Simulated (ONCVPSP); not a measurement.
**What one change does to a pseudopotential (Pd (Z = 46), ONCV)**

| Quantity | Value |
| --- | --- |
| Element | Pd |
| Generator | ONCVPSP 4.0.1 |
| Type | optimised norm-conserving Vanderbilt (ONCV) |
| Functional | PW91 |
| Relativity | fully relativistic |
| Frozen core | [Ar] 3d10 |
| Valence charge | 18 |
| Reference configuration | 4s2 4p6 4d10 |
| Partial waves | 4s: rc 1.10 bohr, ncon 4, nbas 9, qcut 7.1 1/bohr, 2 projectors, debl 1.3 Ha; 4p: rc 1.40 bohr, ncon 4, nbas 9, qcut 8.8 1/bohr, 1 projector; 4d: rc 1.25 bohr, ncon 5, nbas 9, qcut 8.1 1/bohr, 3 projectors, debl 2.4 Ha |
| Local potential | polynomial inside 0.95 bohr (lpopt 5, dvloc0 0 Ha) |
| Core correction | Teter function, fcfact 4.75, rcfact 1.35 |

Open shells are filled in proportion to 2j + 1.

In the s channel the program set the typed energies aside and used -3.137, 0.250 Ha.

All-electron outer shells of the reference configuration (PW91, scalar-relativistic, ld1.x):

```csv
shell,level (eV),outermost node (bohr),outermost maximum (bohr)
4s,-85.41,0.45,0.85
4p,-51.27,0.46,0.91
4d,-4.11,0.45,1.10
```

Change: s: qcut 7.7.

Cutoffs: the cutoffs (Ha) at which the residual kinetic energy of the hardest occupied pseudo-wave falls to 1 and 0.1 mHa per electron; they do not see the model core or the augmentation charge, which bear on the density cutoff. Errors are all-electron minus pseudo energies relative to the spin-unpolarised reference configuration.

Question: How do hardness, ghosts and transferability respond?

Answer: The potential gets softer (116 Ha and 197 Ha → 48 Ha and 185 Ha); both files keep a bound ghost (d); of the 3 tests that both files solve, the error grows in 0 and shrinks in 1 by more than 15 % and 0.3 meV (median size 1.5 → 1.5 meV).

```csv
quantity,base,changed
"cutoff, loose",116 Ha,48 Ha
"cutoff, tight",197 Ha,185 Ha
loose cutoff by channel,"s 116 Ha, p 26 Ha, d 31 Ha","s 48 Ha, p 26 Ha, d 31 Ha"
bound ghosts,d5/2,d5/2
GHOST(+) flags under 300 eV,s at 224.9 eV,s at 223.7 eV
tests with a reliable result,3 of 4,3 of 4
"error for 4s2 4p6 4d9, meV [ΔE 9.19 eV]",+0.3,+0.3
"error for 4s2 4p6 4d8, meV [ΔE 30.09 eV]",+1.5,+1.5
"error for 4s1 4p6 4d10, meV [ΔE 91.63 eV]",-32,-19
s: phases at 1.12 bohr within 0.05 rad from the reference energy up to (Ha; the scan ends near 5),to the end of the scan,to the end of the scan
p3/2: phases at 1.42 bohr within 0.05 rad from the reference energy up to (Ha; the scan ends near 5),1.3,1.3
p1/2: phases at 1.42 bohr within 0.05 rad from the reference energy up to (Ha; the scan ends near 5),1.2,1.2
d5/2: phases at 1.27 bohr within 0.05 rad from the reference energy up to (Ha; the scan ends near 5),to the end of the scan,to the end of the scan
d3/2: phases at 1.27 bohr within 0.05 rad from the reference energy up to (Ha; the scan ends near 5),to the end of the scan,to the end of the scan
"rms error of d²Exc/dni dnj with the model core, mHa",4.99,5.12
```

 A true bound ghost makes a file unfit for plane-wave use even where its test errors are small: the radial tests pick states by their node count and pass the ghost by.
